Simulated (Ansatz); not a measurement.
PH-, multiplicity 2 (lowest of 2S+1 = 2, 4 at CCSD(T)/def2-TZVPP on PBE0 minima; our sources give no spin for the ground state, which may be another), most abundant isotopes (1.0078 and 30.9738 u). Constants from fifth-degree fits in 1/R to seven points on the lowest solution found; no spin–orbit coupling, no relativity up to Kr; ω_e x_e and α_e move by some per cent with the fit.

Correlated levels freeze the cores. CBS: X⁻³ extrapolation of the correlation energy, Hartree–Fock from the larger set.

Programs: Ansatz (a program for electronic structure). 

| level | r_e (Å) | ω_e (cm⁻¹) | ω_e x_e (cm⁻¹) | α_e (cm⁻¹) |
|---|---|---|---|---|
| PBE/def2-TZVPP | 1.4550 | 2165.7 | 45.1 | 0.268 |
| CCSD(T)/CBS(aug-cc-pV(Q+d)Z, aug-cc-pV(5+d)Z) | 1.4363 | 2265.0 | 47.2 | 0.270 |

### Question
Predict ω_e, ω_e x_e, B_e and the fall in zero-point energy on putting deuterium (2.014102 u) for H, at CCSD(T)/CBS(aug-cc-pV(Q+d)Z, aug-cc-pV(5+d)Z).

### Answer

The curve stays; ρ = √(μ_H/μ_D) = √(0.97607/1.89113) = 0.71842. ω_e scales with ρ: 1627 cm⁻¹; ω_e x_e and B_e with ρ²: 24.4 and 4.321 cm⁻¹. The zero-point energy falls by 313 cm⁻¹, by which D₀ of the deuteride is larger.
